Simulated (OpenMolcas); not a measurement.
An OpenMolcas run meant for Ir I (ANO-R2, X2C; inactive shells 1s 2s 2p 3s 3p 3d 4s 4p 4d 4f 5s 5p; intended active space 9 electrons in 6 orbitals (5d 6s)). One step of its input:

```
&RASSCF
FileOrb=start.orb
Symmetry=1
Spin=4
nActEl=9 0 0
Inactive=15 19
Ras2=6 0
CIRoot=24 24 1
SDav=20
CIMx=300
Iter=71 100
PrWF=0.3
OrbListing=Nothing
MaxOrb=0
Atom
CIOnly
>>> COPY $Project.JobIph JOB001
```

Lines from the output:

```
...
      Number of secondary orbitals              41
      Spin quantum number                      1.5
      State symmetry                             1
Orbital specifications:
      -----------------------

      Symmetry species                           1   2
                                                ag  au
      Frozen orbitals                            0   0
      Inactive orbitals                         15  19
      Active orbitals                            6   0
      RAS1 orbitals                              0   0
      RAS2 orbitals                              6   0
      RAS3 orbitals                              0   0
      Secondary orbitals                        21  20
      Deleted orbitals                           0   0
      Number of basis functions                 42  39
      Number of CSFs                            20
      Number of root(s) required                24
 ************ ERROR ***********
  You can't ask for more roots
  than there are configurations
 ******************************
--- Stop Module: rasscf at  /rc=_RC_INPUT_ERROR_ ---
.####################.
.# User input error #.
.####################.
```

Question: What is wrong with the input?

Answer: CIRoot asks for more roots than the active space has configuration state functions.
